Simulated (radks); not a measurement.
Results of a calculation; reference values are marked as such.
Te, configuration [Kr] 4d10 5s2 5p4.

Level of theory: Dirac Kohn-Sham, LDA (Slater exchange, Perdew-Wang correlation), spin-unpolarised, spherical densities, finite nucleus; open shells fill j = l - 1/2 first; Fermi nuclear charge, rms radius 4.7423 fm (a radial shooting solver on a logarithmic mesh with Libxc functionals).

Energy parts (eV):
total: -184791.918
kinetic: 195365.502
electron-nucleus: -449054.705
Hartree: 73532.885
exchange-correlation: -4635.600

Orbitals (lengths in bohr, moments of r in powers of bohr; <r^-3> diverges for s and p1/2; r(max) is where P^2 peaks; r(90%) holds 90 % of the orbital's charge):
[
 {"orbital": "1s1/2", "occ.": "2", "eigenvalue (eV)": "-31568.45", "<r^4>": "2.881e-06", "r(max)": "0.01795", "r(90%)": "0.0500", "<r^-3>": "-"},
 {"orbital": "2s1/2", "occ.": "2", "eigenvalue (eV)": "-4840.346", "<r^4>": "0.0004931", "r(max)": "0.1016", "r(90%)": "0.185", "<r^-3>": "-"},
 {"orbital": "2p1/2", "occ.": "2", "eigenvalue (eV)": "-4537.618", "<r^4>": "0.0003154", "r(max)": "0.07796", "r(90%)": "0.165", "<r^-3>": "-"},
 {"orbital": "2p3/2", "occ.": "4", "eigenvalue (eV)": "-4263.515", "<r^4>": "0.0003757", "r(max)": "0.08267", "r(90%)": "0.173", "<r^-3>": "4902"},
 {"orbital": "3s1/2", "occ.": "2", "eigenvalue (eV)": "-962.6112", "<r^4>": "0.02156", "r(max)": "0.2932", "r(90%)": "0.474", "<r^-3>": "-"},
 {"orbital": "3p1/2", "occ.": "2", "eigenvalue (eV)": "-837.8789", "<r^4>": "0.02064", "r(max)": "0.2794", "r(90%)": "0.470", "<r^-3>": "-"},
 {"orbital": "3p3/2", "occ.": "4", "eigenvalue (eV)": "-786.8095", "<r^4>": "0.02365", "r(max)": "0.2900", "r(90%)": "0.487", "<r^-3>": "932.2"},
 {"orbital": "3d3/2", "occ.": "4", "eigenvalue (eV)": "-565.8478", "<r^4>": "0.01953", "r(max)": "0.2359", "r(90%)": "0.464", "<r^-3>": "148.4"},
 {"orbital": "3d5/2", "occ.": "6", "eigenvalue (eV)": "-555.1562", "<r^4>": "0.02038", "r(max)": "0.2389", "r(90%)": "0.469", "<r^-3>": "137.7"},
 {"orbital": "4s1/2", "occ.": "2", "eigenvalue (eV)": "-163.6404", "<r^4>": "0.6487", "r(max)": "0.7010", "r(90%)": "1.11", "<r^-3>": "-"},
 {"orbital": "4p1/2", "occ.": "2", "eigenvalue (eV)": "-120.7106", "<r^4>": "0.8263", "r(max)": "0.7210", "r(90%)": "1.18", "<r^-3>": "-"},
 {"orbital": "4p3/2", "occ.": "4", "eigenvalue (eV)": "-110.9093", "<r^4>": "0.9548", "r(max)": "0.7457", "r(90%)": "1.22", "<r^-3>": "178.9"},
 {"orbital": "4d3/2", "occ.": "4", "eigenvalue (eV)": "-42.3534", "<r^4>": "2.127", "r(max)": "0.8059", "r(90%)": "1.48", "<r^-3>": "20.97"},
 {"orbital": "4d5/2", "occ.": "6", "eigenvalue (eV)": "-40.8774", "<r^4>": "2.245", "r(max)": "0.8150", "r(90%)": "1.50", "<r^-3>": "19.24"},
 {"orbital": "5s1/2", "occ.": "2", "eigenvalue (eV)": "-15.2200", "<r^4>": "38.14", "r(max)": "1.786", "r(90%)": "3.06", "<r^-3>": "-"},
 {"orbital": "5p1/2", "occ.": "2", "eigenvalue (eV)": "-6.5846", "<r^4>": "102.9", "r(max)": "2.094", "r(90%)": "3.92", "<r^-3>": "-"},
 {"orbital": "5p3/2", "occ.": "2", "eigenvalue (eV)": "-5.7699", "<r^4>": "127.5", "r(max)": "2.194", "r(90%)": "4.14", "<r^-3>": "14.58"},
 {"orbital": "6s1/2", "occ.": "0", "eigenvalue (eV)": "-0.4902", "<r^4>": "8194", "r(max)": "5.823", "r(90%)": "11.5", "<r^-3>": "-"}
]

The highest occupied level is 5p3/2 at -5.770 eV. For comparison, the ionisation energy in NIST's Atomic Spectra Database is 9.010 eV (measured). In exact Kohn-Sham theory the highest level is minus the ionisation energy, but local and semilocal functionals leave it too shallow, through self-interaction and a potential that decays too fast; potentials with the right tail come closer. Summed over all electrons, <r^2> = 61.65 bohr^2, which gives a Langevin (diamagnetic) susceptibility term of -48.8 x 10^-6 cm^3/mol.

Beside tabulated values, note that spin-unpolarised runs miss the spin-polarisation part of the exchange energy of open shells.
